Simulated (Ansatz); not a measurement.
Reaction (SMILES): ClBr (Cl-Br) → Br atom + Cl atom
B3LYP-D3(BJ)/def2-TZVP geometries, fixed; electronic energies without zero-point terms.
Largest species:
```
Cl
Br 1 2.1653
```
Charge 0, spin multiplicity 1.

Basis-set convergence of the atomisation energy at B2PLYP with Ansatz (a first-principles code). All functions are spherical. Cores are frozen (with 3d on Ga to Br). Open shells are unrestricted. No added dispersion term, no relativity. Functions are those of the species that has most. Reference: the value in aug-cc-pV(5+d)Z, 53.83 kcal/mol, itself unsure by roughly 0.28 kcal/mol (its mean distance from pcseg-4, aug-pcseg-3, aug-cc-pV(Q+d)Z). Deviations are taken from unrounded values.

```
basis        functions
-----------  ---------
pcseg-0             35
pcseg-1             45
aug-pcseg-1         63
pcseg-2             77
aug-pcseg-2        109
pcseg-3            132
aug-pcseg-3        182
pcseg-4            216
```

Q: Which is the smallest pcseg set listed that can be trusted to 1 kcal/mol here, that is, within that of the reference together with its larger relatives (same family, alike in diffuse functions; a set with none to test it counts only in the reference's own line)?

A: The smallest set listed that lies within 1 kcal/mol of the reference with all its larger relatives (same family, alike in diffuse functions; a set with none counts only in the reference's own line) is pcseg-3 (132 functions, -0.52 kcal/mol off). Inside, with no larger relative to test it: aug-pcseg-3. Value minus reference: pcseg-0 -27.53, pcseg-1 -9.09, aug-pcseg-1 -8.22, pcseg-2 -2.76, aug-pcseg-2 -1.54, pcseg-3 -0.52, aug-pcseg-3 -0.38, pcseg-4 -0.07 kcal/mol.
